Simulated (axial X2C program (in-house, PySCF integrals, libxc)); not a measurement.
## Spin–orbit effects down a group: molecules with Sr, MP2

Computed with an in-house all-electron X2C program for linear molecules (integrals from PySCF), spin-free (one-electron X2C) or two-component (2c: spin–orbit coupling with atomic mean-field Coulomb and Gaunt terms, which also bring small scalar terms), in Dyall basis sets with cores contracted in-house; open shells are unrestricted.

Basis sets: Br dyall-cv3z, Cl dyall-v3z, F dyall-av3z, Sr dyall-cv3z, Sr dyall-v3z. Frozen shells (counts by l): SrF Sr 4s3p1d, F 1s, 9 electrons correlated; SrCl Sr 3s2p1d, Cl 2s1p, 17 electrons correlated; SrBr Sr 4s3p1d, Br 3s2p1d, 9 electrons correlated. Where the outer core of a metal is frozen, bonds come out longer and ionisation energies lower. Frozen cores can differ along the series, which adds to the trend.

```json
{"molecule": "SrF", "spin-free state": "M_S = 1/2, Λ = 0", "Re (Å)": "2.127", "ωe (cm⁻¹)": "471.5", "De (eV)": "5.96", "2c state": "Ω = 1/2", "Re 2c (Å)": "2.127", "ωe 2c (cm⁻¹)": "471.5", "De 2c (eV)": "5.95"}
{"molecule": "SrCl", "spin-free state": "M_S = 1/2, Λ = 0", "Re (Å)": "2.586", "ωe (cm⁻¹)": "301.9", "De (eV)": "4.24", "2c state": "Ω = 1/2", "Re 2c (Å)": "2.586", "ωe 2c (cm⁻¹)": "301.9", "De 2c (eV)": "4.20"}
{"molecule": "SrBr", "spin-free state": "M_S = 1/2, Λ = 0", "Re (Å)": "2.804", "ωe (cm⁻¹)": "206.9", "De (eV)": "3.91", "2c state": "Ω = 1/2", "Re 2c (Å)": "2.804", "ωe 2c (cm⁻¹)": "206.7", "De 2c (eV)": "3.77"}
```

Each entry is the lowest single determinant of a limited PBE0 search at one distance. De goes to single-determinant-based atoms at the same level (for ions the charge split of lowest energy) and is withheld (n/a) where an atom does not fit its ground term or J level. Main or longest-lived isotopes.
